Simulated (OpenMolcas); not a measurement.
# BeCl⁺ at 1.711 Å: OpenMolcas input and output

Input (each module block was a call of its own in one work directory; start orbitals came from a preliminary run):

```
&GATEWAY
Coord
2
angstrom
Cl 0.0 0.0 0.0
Be 0.0 0.0 1.7110
Basis=ANO-RCC-VTZP
Group=XY
RX2C
AMFI
ANGMom
0.0 0.0 0.0
RICD
&SEWARD
&GUESSORB
* RASSCF and CASPT2 blocks for each multiplicity and irrep, as for the first:
&RASSCF
FileOrb=$CurrDir/o11.orb
Symmetry=1
Spin=1
nActEl=6 0 0
Inactive=5 2
RAS2=3 4
CIRoot=2 2 1
Linear
Iterations=120 100
OrbListing=Nothing
PRWF=0.15
>>COPY $Project.RasOrb $CurrDir/o11.orb
>>COPY $Project.rasscf.h5 $CurrDir/r11.h5
&CASPT2
XMultistate=all
Imaginary=0.2
IPEA=0.25
MaxIter=40
>>COPY $Project.JobMix JOB001
&RASSI
Nr of JobIphs=4 2 2 2 2
1 2
1 2
1 2
1 2
SpinOrbit
EJob
Omega
MEES
MESO
Properties=4
'AngMom' 3 'Mltpl  1' 1 'Mltpl  1' 2 'Mltpl  1' 3
Thrs=1.0d-4
>>COPY $Project.rassi.h5 $CurrDir/so.h5
```

```bash
pymolcas m.inp
```

C2 symmetry about the axis (a holds Σ, Δ, Γ; b holds Π, Φ, H; Σ⁺ and Σ⁻ are not told apart); roots by multiplicity and irrep: 1a 2, 3b 2, 1b 2, 3a 2.

RASSI part of the output, in excerpt:

```
SPIN-FREE ENERGIES:
  (Shifted by EMIN (a.u.) =       -475.5016959197)
 SF State       Relative EMIN(au)   Rel lowest level(eV)    D:o, cm**(-1)      Abs_M
     1             0.0000000000        0.0000000000              0.0000         0.0
     3             0.1530712219        4.1652801420          33595.2500         1.0
     4             0.1530712219        4.1652801420          33595.2500         1.0
     5             0.1560973785        4.2476260591          34259.4146         1.0
     6             0.1560973790        4.2476260718          34259.4147         1.0
     7             0.2175462838        5.9197359540          47745.8904         0.0
     2             0.2373018389        6.4573119962          52081.7336         0.0
     8             0.2517838680        6.8513880822          55260.1716         0.0
++ Dipole transition strengths (spin-free states):
     for osc. strength at least  1.00000000E-05
      From   To        Osc. strength     Einstein coefficients Ax, Ay, Az (sec-1)    Total A (sec-1)
         1    5       1.33763617E-02  9.18956567E+06  1.28268683E+06  0.00000000E+00  1.04722525E+07
         1    6       1.33763617E-02  1.28268690E+06  9.18956569E+06  0.00000000E+00  1.04722526E+07
         1    2       9.28339225E-02  0.00000000E+00  0.00000000E+00  1.67965386E+08  1.67965386E+08
         3    7       3.46643898E-03  2.72669650E+04  4.35729823E+05  0.00000000E+00  4.62996788E+05
         3    8       3.08980957E-02  5.69596809E+05  9.10400450E+06  0.00000000E+00  9.67360131E+06
         4    7       3.46621494E-03  4.35698051E+05  2.72688127E+04  0.00000000E+00  4.62966863E+05
         4    8       3.08905799E-02  9.10150615E+06  5.69742114E+05  0.00000000E+00  9.67124827E+06
         5    2       1.46259112E-05  2.71924606E+03  3.79554208E+02  0.00000000E+00  3.09880027E+03
         6    2       1.46258987E-05  3.79554372E+02  2.71924322E+03  0.00000000E+00  3.09879759E+03
         7    8       4.15558334E-03  0.00000000E+00  0.00000000E+00  1.56512528E+05  1.56512528E+05
 Electric-quadrupole - electric-quadrupole not included
 Electric-dipole - electric-octupole not included
 Electric-dipole - magnetic-quadrupole not included
   Eigenvalues of complex Hamiltonian:
  (Shifted by EMIN (a.u.) =       -475.5016959197)
 SO State       Relative EMIN(au)   Rel lowest level(eV)    D:o, cm**(-1)      Omega
     1            -0.0000027871        0.0000000000              0.0000         0.0
     2             0.1517976704        4.1307008822          33316.3495         2.0
     3             0.1517976704        4.1307008822          33316.3495         2.0
     4             0.1526002133        4.1525391870          33492.4873         1.0
     5             0.1526002133        4.1525391850          33492.4872         1.0
     6             0.1543007434        4.1988129687          33865.7105         0.0
     7             0.1543171193        4.1992585790          33869.3046         0.0
     8             0.1565243255        4.2593197188          34353.7303         1.0
     9             0.1565243258        4.2593197278          34353.7304         1.0
    10             0.2175866619        5.9209105394          47755.3641         1.0
    11             0.2175866619        5.9209105389          47755.3641         1.0
    12             0.2175874763        5.9209327017          47755.5429         0.0
    13             0.2373322801        6.4582161826          52089.0264         0.0
    14             0.2517867053        6.8515411311          55261.4060         0.0
    15             0.2517875516        6.8515641599          55261.5918         1.0
    16             0.2517875515        6.8515641577          55261.5918         1.0
 Weights of the five most important spin-orbit-free states for each spin-orbit state.
 SO State  Total energy (au)           Spin-free states, spin, and weights
    1        -0.000003       1 0.0  1.0000    3 1.0  0.0000    4 1.0  0.0000    2 0.0  0.0000    8 1.0  0.0000
    2         0.151798       3 1.0  0.5000    4 1.0  0.5000    8 1.0  0.0000    7 1.0  0.0000    2 0.0  0.0000
    3         0.151798       3 1.0  0.5000    4 1.0  0.5000    8 1.0  0.0000    7 1.0  0.0000    2 0.0  0.0000
    4         0.152600       4 1.0  0.8852    6 0.0  0.1134    5 0.0  0.0011    3 1.0  0.0002    7 1.0  0.0001
    5         0.152600       3 1.0  0.8852    5 0.0  0.1134    6 0.0  0.0011    4 1.0  0.0002    7 1.0  0.0001
    6         0.154301       4 1.0  0.4997    3 1.0  0.4997    7 1.0  0.0007    8 1.0  0.0000    2 0.0  0.0000
    7         0.154317       3 1.0  0.4998    4 1.0  0.4998    2 0.0  0.0004    1 0.0  0.0000    7 1.0  0.0000
    8         0.156524       5 0.0  0.8730    3 1.0  0.1083    6 0.0  0.0121    4 1.0  0.0059    7 1.0  0.0005
    9         0.156524       6 0.0  0.8730    4 1.0  0.1083    5 0.0  0.0121    3 1.0  0.0059    7 1.0  0.0005
   10         0.217587       7 1.0  0.9993    4 1.0  0.0003    6 0.0  0.0003    5 0.0  0.0000    3 1.0  0.0000
   11         0.217587       7 1.0  0.9993    3 1.0  0.0003    5 0.0  0.0003    6 0.0  0.0000    4 1.0  0.0000
   12         0.217587       7 1.0  0.9993    3 1.0  0.0003    4 1.0  0.0003    8 1.0  0.0000    2 0.0  0.0000
   13         0.237332       2 0.0  0.9996    3 1.0  0.0002    4 1.0  0.0002    1 0.0  0.0000    8 1.0  0.0000
   14         0.251787       8 1.0  1.0000    4 1.0  0.0000    3 1.0  0.0000    7 1.0  0.0000    2 0.0  0.0000
   15         0.251788       8 1.0  1.0000    6 0.0  0.0000    4 1.0  0.0000    5 0.0  0.0000    3 1.0  0.0000
   16         0.251788       8 1.0  1.0000    5 0.0  0.0000    3 1.0  0.0000    6 0.0  0.0000    4 1.0  0.0000
++ Dipole transition strengths (SO states):
        for osc. strength at least   1.00000000E-05
      From   To        Osc. strength     Einstein coefficients Ax, Ay, Az (sec-1)    Total A (sec-1)
         1    4       1.49724043E-03  7.30614474E+04  1.04722369E+06  0.00000000E+00  1.12028514E+06
         1    5       1.49724076E-03  1.04722391E+06  7.30614692E+04  0.00000000E+00  1.12028538E+06
         1    7       7.83435784E-05  0.00000000E+00  0.00000000E+00  5.99457212E+04  5.99457212E+04
         1    8       1.18720408E-02  7.39234434E+06  1.95343259E+06  0.00000000E+00  9.34577693E+06
         1    9       1.18720412E-02  1.95343269E+06  7.39234461E+06  0.00000000E+00  9.34577729E+06
         1   13       9.27731497E-02  0.00000000E+00  0.00000000E+00  1.67902440E+08  1.67902440E+08
         2   10       1.77109729E-03  1.23150597E+05  1.23146763E+05  0.00000000E+00  2.46297361E+05
         2   11       1.77108590E-03  1.23137002E+05  1.23158775E+05  0.00000000E+00  2.46295777E+05
         2   15       1.56428112E-02  2.51229603E+06  2.51272392E+06  0.00000000E+00  5.02501995E+06
         2   16       1.56427040E-02  2.51201992E+06  2.51296559E+06  0.00000000E+00  5.02498551E+06
         3   10       1.77108593E-03  1.23137005E+05  1.23158777E+05  0.00000000E+00  2.46295782E+05
         3   11       1.77109725E-03  1.23150595E+05  1.23146761E+05  0.00000000E+00  2.46297356E+05
         3   15       1.56427039E-02  2.51201992E+06  2.51296558E+06  0.00000000E+00  5.02498550E+06
         3   16       1.56428112E-02  2.51229604E+06  2.51272392E+06  0.00000000E+00  5.02501996E+06
         4   12       3.09790747E-03  3.92956701E+05  2.74172706E+04  0.00000000E+00  4.20373972E+05
         4   14       2.74744124E-02  8.11797526E+06  5.66515486E+05  0.00000000E+00  8.68449075E+06
         5   12       3.09810534E-03  2.74154001E+04  3.92985423E+05  0.00000000E+00  4.20400823E+05
         5   14       2.74810048E-02  5.66370419E+05  8.12020416E+06  0.00000000E+00  8.68657458E+06
         6   10       1.70357285E-03  2.19193935E+05  2.88887236E+01  0.00000000E+00  2.19222823E+05
         6   11       1.70369678E-03  2.88896823E+01  2.19209881E+05  0.00000000E+00  2.19238771E+05
         6   15       1.52378581E-02  4.65260509E+06  3.24816355E+02  0.00000000E+00  4.65292991E+06
         6   16       1.52420246E-02  3.24905078E+02  4.65387724E+06  0.00000000E+00  4.65420215E+06
         7   10       1.70210837E-03  2.88478116E+01  2.18892181E+05  0.00000000E+00  2.18921028E+05
         7   11       1.70198434E-03  2.18876228E+05  2.88468522E+01  0.00000000E+00  2.18905075E+05
         7   15       1.52453885E-02  3.24867618E+02  4.65334063E+06  0.00000000E+00  4.65366550E+06
         7   16       1.52412214E-02  4.65206870E+06  3.24778905E+02  0.00000000E+00  4.65239348E+06
         8   12       3.75964839E-04  9.41401458E+03  3.56278680E+04  0.00000000E+00  4.50418825E+04
         8   13       1.27914154E-05  2.12277769E+03  5.60945463E+02  0.00000000E+00  2.68372315E+03
         8   14       3.40603963E-03  2.07536099E+05  7.85587800E+05  0.00000000E+00  9.93123899E+05
         9   12       3.75948488E-04  3.56252478E+04  9.41467533E+03  0.00000000E+00  4.50399231E+04
         9   13       1.27914112E-05  5.60945460E+02  2.12277680E+03  0.00000000E+00  2.68372226E+03
         9   14       3.40548445E-03  7.85371043E+05  2.07590971E+05  0.00000000E+00  9.92962014E+05
        10   15       4.15802069E-03  0.00000000E+00  0.00000000E+00  1.56268822E+05  1.56268822E+05
        11   16       4.15802057E-03  0.00000000E+00  0.00000000E+00  1.56268817E+05  1.56268817E+05
        12   14       4.15678513E-03  0.00000000E+00  0.00000000E+00  1.56207215E+05  1.56207215E+05
 Electric-quadrupole - electric-quadrupole not included
 Electric-dipole - electric-octupole not included
 Electric-dipole - magnetic-quadrupole not included
```

Only roots inside an energy window near the equilibrium distance were included, so the list of states is not complete; labels number the states computed. Each spin and symmetry block has orbitals of its own, averaged over its own roots, so gaps between blocks are less sure than gaps within one and near the minimum can be off by tenths of an eV, in bad cases by more. No Rydberg orbitals are active, so Rydberg states, and σ→σ* states whose orbital the CASSCF left unused, can be missing between those listed.
